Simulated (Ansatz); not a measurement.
Species: C$_{2}$H$_{7}$ClSi$_{2}$, charge 0, multiplicity 1. 
Coordinates optimised at B3LYP-D3(BJ)/def2-TZVP (Ansatz, a program for electronic structure):
```xyz
12

C     -3.1280     0.4618    -0.0070
C     -1.9262     0.3177    -0.5623
Si    -0.8021    -1.1309    -0.2418
Si     1.1438    -0.3708     0.8236
Cl     1.9558     1.1354    -0.3658
H     -3.5450    -0.2844     0.6609
H     -3.7496     1.3307    -0.1961
H     -1.5643     1.1043    -1.2200
H     -1.4954    -2.1191     0.6227
H     -0.3944    -1.7872    -1.5089
H      0.8621     0.2210     2.1512
H      2.1781    -1.4193     0.9788
```
Charge 0, spin multiplicity 1.

PBE beside other levels, property by property. Cores are frozen in the correlated levels unless marked. UHF or UKS for open shells. No spin-orbit coupling. Non-relativistic. CBS(X,Y): correlation extrapolated as X^-3; Hartree-Fock from the larger set. The bracket is a focal-point correction in the basis named. Atomisation energies are electronic, to ground-state atoms; the column to compare with has the core term from cc-pwCVTZ added, other frozen-core levels have none. Vertical energies are electronic, to the SCF solution reached for that spin. The coupled-cluster column (Ansatz) is a level with limits of its own: (a) RI-MP2/CBS(aug-cc-pV(T+d)Z,aug-cc-pV(Q+d)Z)+[CCSD(T)-MP2]/aug-cc-pV(T+d)Z; (b) CCSD(T)/CBS(aug-cc-pV(T+d)Z,aug-cc-pV(Q+d)Z).

```json
[
 {"property": "vertical triplet-singlet gap (eV)", "PBE0/def2-TZVPD (Ansatz)": "4.06", "B2PLYP/def2-TZVPD (Ansatz)": "4.32", "CCSD(T)/aug-cc-pV(T+d)Z (Ansatz)": "4.39", "coupled cluster": "4.42 (a)"},
 {"property": "atomisation energy (kcal/mol)", "PBE0/def2-TZVPD (Ansatz)": "991.7", "B2PLYP/def2-TZVPD (Ansatz)": "981.7", "CCSD(T)/aug-cc-pV(T+d)Z (Ansatz)": "977.6", "coupled cluster": "1002.7 (b)"}
]
```

### Question
What does PBE/def2-TZVPD (Ansatz) give for each property, and on which side of coupled cluster does it fall?

### Answer

- vertical triplet-singlet gap: PBE lies 0.27 eV below coupled cluster; PBE gives 4.15 eV.
- atomisation energy: PBE lies 3.9 kcal/mol below coupled cluster; PBE gives 998.8 kcal/mol.
